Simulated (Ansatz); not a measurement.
Molecule: C$_{6}$H$_{6}$N, net charge 0, doublet state. It need not be the lowest isomer of its formula. 
Geometry from a B3LYP-D3(BJ)/def2-TZVP (Ansatz, a quantum-chemistry and plane-wave program) optimisation:
SMILES: [CH]1CCC(=C1)C#N
```xyz
13

C     -1.6736    -0.9708     0.4533
C     -1.7909     0.5244     0.4096
C     -0.5953     1.1058     0.0912
C      0.3967     0.1288    -0.1026
C     -0.1883    -1.2486     0.1060
C      1.7303     0.3670    -0.4379
N      2.8432     0.5405    -0.7165
H     -2.3554    -1.4456    -0.2585
H     -1.9434    -1.3637     1.4381
H     -2.7089     1.0585     0.6067
H     -0.4193     2.1676    -0.0029
H      0.3322    -1.7788     0.9070
H     -0.0805    -1.8609    -0.7923
```
Charge 0, spin multiplicity 2.

Total electronic energies in hartree. Cores are frozen in the correlated levels unless marked. UHF or UKS for open shells. No spin-orbit coupling. Non-relativistic. Basis-set limits of correlation are two-point, X^-3; Hartree-Fock from the larger set.

The UHF reference is spin-contaminated (<S^2> 0.33 over the pure value in the largest basis). 

| level | program | energy (Eh) |
|---|---|---|
| HF/cc-pVDZ | Ansatz | -285.14328 |
| BHLYP-D3(BJ)/def2-TZVPD | Ansatz + dftd3 | -286.88454 |
| HSE06/def2-TZVPD | Ansatz | ? |
| B2PLYP-D3(BJ)/def2-TZVPD | Ansatz + dftd3 | -286.79969 |
| RPA@PBE/cc-pVTZ | Ansatz | ? |
| MP2/CBS(cc-pVTZ,cc-pVQZ) | Ansatz | -286.4423 |
| RI-MP2/CBS(cc-pVTZ,cc-pVQZ) | Ansatz | -286.4420 |
| CCSD(T)/6-31G | Ansatz | -285.68199 |
| CCSD(T)/CBS(cc-pVTZ,cc-pVQZ) | Ansatz | -286.5426 |

Fill in the missing entries.


- HSE06/def2-TZVPD, energy (Eh): -286.68315
- RPA@PBE/cc-pVTZ, energy (Eh): -286.93526
